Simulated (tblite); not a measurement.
CH11NSi3.
Numbering: `[CH3:1][NH:2][SiH2:3][SiH2:4][SiH3:5]` (hydrogens: H6, H7, H8 on C1; H9 on N2; H10, H11 on Si3; H12, H13 on Si4; H14, H15, H16 on Si5)

Computed with GFN2-xTB (tblite), gas phase: Langevin dynamics at 300 K from the optimised GFN2-xTB geometry, time step 0.5 fs, friction 0.01 fs⁻¹, 2000 steps.

Start geometry:
```
atom  x, y, z in Å
C1     -2.664    0.016    0.569
N2     -1.946    0.741   -0.450
Si3    -0.511    0.157   -1.202
Si4     1.007   -0.397    0.455
Si5     3.231   -0.090   -0.093
H6     -3.360   -0.723    0.153
H7     -3.234    0.708    1.193
H8     -1.948   -0.509    1.199
H9     -2.572    1.304   -1.007
H10    -0.743   -0.974   -2.129
H11    -0.121    1.296   -2.041
H12     0.718    0.327    1.707
H13     0.814   -1.803    0.867
H14     3.454    1.175   -0.801
H15     4.137   -0.072    1.058
H16     3.732   -1.146   -0.977
```

The statistics below take the 31 frames saved every 25 fs from 250 to 1000 fs; their kinetic temperature (all 3N coordinates) averages 288 K.

**Question.** Give the mean, spread and extremes of the bond lengths.

**Answer.** 
```
   bond  start (Å)  mean (Å)  standard deviation (Å)  shortest (Å)  longest (Å)
  C1–N2      1.442     1.457                   0.034         1.376        1.517
 N2–Si3      1.722     1.721                   0.032         1.649        1.810
Si3–Si4      2.314     2.325                   0.044         2.235        2.406
Si4–Si5      2.311     2.314                   0.038         2.260        2.405
  C1–H6      1.097     1.093                   0.039         1.003        1.171
  C1–H7      1.092     1.096                   0.024         1.044        1.148
  C1–H8      1.089     1.102                   0.028         1.048        1.187
  N2–H9      1.009     1.010                   0.019         0.973        1.046
Si3–H10      1.480     1.475                   0.025         1.424        1.528
Si3–H11      1.467     1.489                   0.037         1.396        1.568
Si4–H12      1.475     1.489                   0.052         1.410        1.596
Si4–H13      1.478     1.483                   0.025         1.434        1.532
Si5–H14      1.467     1.472                   0.036         1.403        1.589
Si5–H15      1.465     1.469                   0.031         1.389        1.529
Si5–H16      1.466     1.476                   0.048         1.393        1.567
```

**Question.** Give the same statistics for bond angles, one of each kind.

**Answer.** 
```tsv
angle	start (°)	mean (°)	standard deviation (°)	smallest (°)	largest (°)
N2–C1–H6	112.7	106.8	4.0	99.9	115.0
N2–C1–H7	110.2	111.2	3.2	104.9	117.3
H6–C1–H7	108.2	107.7	4.8	99.6	117.2
H7–C1–H8	108.5	110.8	3.4	104.9	118.2
C1–N2–Si3	123.6	124.5	5.7	113.0	135.6
C1–N2–H9	111.2	108.3	3.7	100.7	118.2
Si3–N2–H9	117.7	121.1	7.1	110.5	138.9
N2–Si3–Si4	108.4	110.1	4.6	102.4	117.7
N2–Si3–H10	113.7	103.5	6.2	91.3	117.3
N2–Si3–H11	102.0	108.7	6.1	99.0	120.4
Si4–Si3–H10	111.6	114.3	6.6	103.8	128.4
Si4–Si3–H11	114.8	112.0	5.2	100.5	120.7
H10–Si3–H11	106.1	107.3	6.3	93.4	119.2
Si3–Si4–Si5	115.5	120.3	6.6	107.9	133.7
```

**Question.** How far does each atom move about its mean position (frames aligned on the start, all atoms weighted alike), and what rms force does it feel?

**Answer.** 
```json
{"atom": "C1", "rms displacement (Å)": "0.34", "rms force (eV/Å)": "1.89"}
{"atom": "N2", "rms displacement (Å)": "0.19", "rms force (eV/Å)": "1.90"}
{"atom": "Si3", "rms displacement (Å)": "0.29", "rms force (eV/Å)": "1.26"}
{"atom": "Si4", "rms displacement (Å)": "0.42", "rms force (eV/Å)": "1.09"}
{"atom": "Si5", "rms displacement (Å)": "0.21", "rms force (eV/Å)": "1.21"}
{"atom": "H6", "rms displacement (Å)": "0.65", "rms force (eV/Å)": "1.39"}
{"atom": "H7", "rms displacement (Å)": "0.79", "rms force (eV/Å)": "0.92"}
{"atom": "H8", "rms displacement (Å)": "0.98", "rms force (eV/Å)": "0.96"}
{"atom": "H9", "rms displacement (Å)": "0.59", "rms force (eV/Å)": "0.96"}
{"atom": "H10", "rms displacement (Å)": "0.51", "rms force (eV/Å)": "0.51"}
{"atom": "H11", "rms displacement (Å)": "0.53", "rms force (eV/Å)": "0.67"}
{"atom": "H12", "rms displacement (Å)": "0.77", "rms force (eV/Å)": "0.81"}
{"atom": "H13", "rms displacement (Å)": "0.82", "rms force (eV/Å)": "0.49"}
{"atom": "H14", "rms displacement (Å)": "0.45", "rms force (eV/Å)": "0.60"}
{"atom": "H15", "rms displacement (Å)": "0.45", "rms force (eV/Å)": "0.65"}
{"atom": "H16", "rms displacement (Å)": "0.54", "rms force (eV/Å)": "0.86"}
```

The displacements run from 0.19 to 0.98 Å, the largest at H8.

**Question.** How widely does the potential energy scatter, against a harmonic estimate?

**Answer.** Mean 0.52 eV above the start, standard deviation 0.093 eV, range 0.32 to 0.69 eV. For 42 classical harmonic modes at 300 K the canonical values are 42kT/2 = 0.54 eV and kT·√(42/2) = 0.118 eV.

The run is classical and short, so these are rough statistics of one trajectory.

The cost below is that of the whole dynamics run. Hardware: one thread of an AMD EPYC 7R43 (shared host). Cost: 15 s wall, 0.18 GiB resident at most.
